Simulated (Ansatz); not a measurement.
```xyz
7

Cl   -1.9590    0.9192   -0.7411
W     0.0000    0.0000    0.0000
Cl    0.2934   -1.0116   -2.0304
Cl   -0.2935    1.0116    2.0304
Cl    1.9591   -0.9191    0.7411
Cl   -1.1436   -1.8341    0.7484
Cl    1.1436    1.8341   -0.7484
```

The species carries charge 0 and has multiplicity 1. W takes the def2 core potential.

(1) List the PBE/def2-TZVPP orbital energies in eV (Ansatz). (An estimate is asked.)

Results:

(1) Ansatz gave: Occupied: -2739.74, -2739.74, -2739.74, -2739.74, -2739.74, -2739.74, -250.32, -250.32, -250.32, -250.32, -250.32, -250.32, -190.95, -190.95, -190.95, -190.95, -190.95, -190.95, -190.87, -190.87, -190.87, -190.87, -190.87, -190.87, -190.87, -190.87, -190.87, -190.87, -190.87, -190.87, -81.55, -45.65, -45.65, -45.65, -21.62, -20.90, -20.90, -20.66, -20.66, -20.66, -11.59, -11.42, -11.42, -10.81, -10.81, -10.81, -9.85, -9.85, -9.85, -8.49, -8.49, -8.49, -8.39, -8.39, -8.39, -7.79, -7.79, -7.79. Lowest empty: -5.56, -5.56, -5.56, -2.06, -2.06, 0.53, 2.06, 2.49.
